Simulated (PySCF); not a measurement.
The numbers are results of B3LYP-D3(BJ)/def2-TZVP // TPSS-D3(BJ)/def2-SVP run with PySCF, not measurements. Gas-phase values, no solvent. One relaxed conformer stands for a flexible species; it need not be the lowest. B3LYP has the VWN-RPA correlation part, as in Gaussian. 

Reference species: [Cu(H2O)(OH)] (neutral, multiplicity 1).

The mean distance from the central atom to its bonded neighbours is 1.858 Å and the LUMO comes out as -1.48 eV. The HOMO is -5.70 eV and the coordination number comes out as 2.

Changed species: [Cu(C2H4)(H)] (L = C2H4, X = H; the reference has L = H2O, X = OH).

**Question.** Give the shifts of the mean distance from the central atom to its bonded neighbours, LUMO, HOMO and coordination number.

**Answer.** the mean distance from the central atom to its bonded neighbours rises by 0.038 Å, to 1.896 Å; the LUMO falls by 0.54 eV, to -2.02 eV; the HOMO falls by 0.55 eV, to -6.25 eV; the coordination number rises by 1, to 3.
